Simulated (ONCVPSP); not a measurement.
## Reading a pseudo-wave (osmium)

Columns: radius, all-electron u(r) and pseudo u(r) of the 5s shell (level -92.49 eV) of osmium in the configuration [Kr] 4d10 4f14 5s2 5p6 5d6 6s1.5 6p0.5; PBE, scalar-relativistic, ONCV scheme, ONCVPSP 4.0.1.

```csv
r (bohr),all-electron,pseudo
0.108,0.2755,0.1553
0.215,0.0263,0.3131
0.322,-0.6312,0.4753
0.430,-0.4282,0.6387
0.538,0.1649,0.7915
0.645,0.6987,0.9192
0.752,1.0337,1.0103
0.860,1.1773,1.0557
0.968,1.1791,1.0509
1.075,1.0960,1.0006
1.182,0.9705,0.9142
1.290,0.8297,0.8035
1.398,0.6920,0.6831
1.505,0.5679,0.5659
1.612,0.4597,0.4595
1.720,0.3674,0.3673
1.828,0.2912,0.2911
1.935,0.2298,0.2297
2.042,0.1803,0.1803
2.150,0.1406,0.1406
2.258,0.1092,0.1092
2.365,0.0848,0.0847
2.472,0.0656,0.0656
2.580,0.0506,0.0506
2.688,0.0389,0.0389
2.795,0.0299,0.0299
```

(1) How many radial nodes do the two functions have?

(2) At about which radius was the pseudo-wave matched?

(3) Is the pseudo-wave norm-conserving?

Answers

(1) The all-electron 5s function has n − l − 1 = 4 (the table is too coarse to show those close to the nucleus); the pseudo-wave has 0, since the states of the same l below it are removed with the core.

(2) 1.70 bohr, where the columns begin to agree (steps of 0.11 bohr).

(3) Yes: the ONCV scheme keeps the norm inside the radius equal to the all-electron one, which fixes the energy derivative of the logarithmic derivative at the level.
